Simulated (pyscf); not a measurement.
Single points on ωB97X-D3(BJ)/def2-SVP structures (PySCF, gas phase). MP2 and CC: frozen core, UHF for open shells. ΔMP2 is the change of the MP2 total energy from the triple- to the quadruple-zeta basis.

Question: `[SnH3][SnH3]` → `[SnH2]` [singlet] + `[SnH4]`
Surface: singlet. Broken: Sn–Sn, H–Sn. Formed: H–Sn. Give ΔE‡ and ΔE from CCSD/def2-TZVPP, relative to the reactant's lowest minimum found.

Answer: ΔE‡ = 37.1 kcal/mol, ΔE = +32.9 kcal/mol. CCSD(T)/def2-TZVPP + ΔMP2(QZVPP) gives 34.6 kcal/mol and +35.7 kcal/mol. Zero-point energy shifts the barrier by -1.2 kcal/mol. It is a 1,1-elimination, with an imaginary mode of 438i cm⁻¹. On the product side the descent ends in an adduct with a Sn–Sn contact, 10.9 kcal/mol under the separated species and 6.5 kcal/mol under the saddle at ωB97X-D3(BJ)/def2-TZVP. What is counted as broken (Sn–Sn) persists as a longer contact in the product adduct; parting that adduct is a step of its own. At ωB97X-D3(BJ)/def2-TZVP the barrier from the zero used here is 38.2 kcal/mol. One saddle was located; it need not be the lowest between these sides. The CCSD(T) − MP2 part came from Ansatz, without density fitting, on the same reference. The frozen core leaves the outer d or s,p core shells of the metals and heavy elements correlated in the MP2 and CC values, and def2-TZVPP describes them poorly, which can shift differences by a few kcal/mol. Elements past Kr carry the def2 core potentials, without spin-orbit coupling.
